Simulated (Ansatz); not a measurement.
Coupled-cluster diagnostics for SnClH3 (SnH3Cl), Ansatz.

Geometry of the singlet (PBE0-D4/def2-TZVP):

Cartesian coordinates in Å:
```
Sn -0.007 0.159 -0.090
Cl 0.082 -1.868 1.062
H -0.530 1.321 1.035
H -1.116 -0.067 -1.359
H 1.571 0.455 -0.648
```

In the def2 sets Sn takes a core potential; there is no spin–orbit coupling. Correlated methods freeze 9 core orbitals; core or outer-core shells of Sn are correlated, in sets that lack core-valence functions. In CCSD on the charge 1 doublet the largest single amplitude is 0.22, so its Hartree–Fock determinant may place the open shell otherwise than the density functionals do.

(1) Estimate the CCSD(T) correlation energy, the shares of MP2 and (T), T1 and the reference's ⟨S²⟩ for: charge 0, singlet, own geometry in def2-TZVPP; charge 0, singlet, own geometry in def2-TZVPD; charge 1, doublet, vertical in def2-TZVPP; charge -1, doublet, vertical in def2-TZVPD; and the rough time on 4 threads of Arm Neoverse V2 on a shared host.

## Answers

(1) 
| state | basis | correlation (eV) | MP2 share (%) | (T) share (%) | T1 | ⟨S²⟩ (pure) | wall time | remarks |
| --- | --- | --- | --- | --- | --- | --- | --- | --- |
| charge 0, singlet, own geometry | def2-TZVPP | -15.443 | 92.4 | 3.0 | 0.012 | 0.00 (0.00) | 6 s | – |
| charge 0, singlet, own geometry | def2-TZVPD | -15.213 | 92.0 | 3.1 | 0.012 | 0.00 (0.00) | 5.5 s | – |
| charge 1, doublet, vertical | def2-TZVPP | -14.594 | 90.3 | 3.1 | 0.035 | 0.76 (0.75) | 28 s | – |
| charge -1, doublet, vertical | def2-TZVPD | -15.819 | 91.7 | 3.3 | 0.040 | 0.76 (0.75) | 34 s | HOMO above zero |
Customary marks for T1 are 0.02 (closed shells), 0.045 (open shells) and about 0.05 (3d metals). T1 exceeds 0.02 in 2 of 4 rows and 0.045 in 0; the higher it lies, the less the single-reference result can be trusted.
